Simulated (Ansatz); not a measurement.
CH$_{4}$FGeN, SMILES `[F][GeH]1[CH2][NH]1` from Hartree–Fock to CCSD(T)

Z-matrix (Å, degrees):
```
Ge
C 1 1.899
N 1 1.837 2 47.4
F 1 1.739 2 114.7 3 103.3
H 1 1.517 2 135.7 3 -93.1
H 2 1.089 1 115.3 3 -110.1
H 2 1.086 1 123.3 3 103.4
H 3 1.013 1 119.6 2 105.4
```

Total charge 0; spin multiplicity 1. Correlated methods include outer-core shells of Ge, which these sets cover unevenly. Scalar relativity is left out up to krypton. The geometry is a stationary point of PBE0-D4/def2-TZVP. Frozen core, restricted reference, Ansatz.

```csv
basis,HF (Eh),MP2 corr.,CCSD corr.,(T),CCSD(T) total
def2-SVP,?,?,-0.74042,-0.02114,?
def2-TZVPP,-2269.50592,-0.88390,-0.89639,-0.03501,-2270.43732
def2-QZVPP,?,?,–,–,–
```

Question: Fill in the withheld values. (Best estimate.)

Answer: Ansatz gave: def2-SVP HF (Eh): -2268.99684; def2-SVP MP2 corr.: -0.72207; def2-SVP CCSD(T) total: -2269.75840; def2-QZVPP HF (Eh): -2269.55768; def2-QZVPP MP2 corr.: -1.19744.
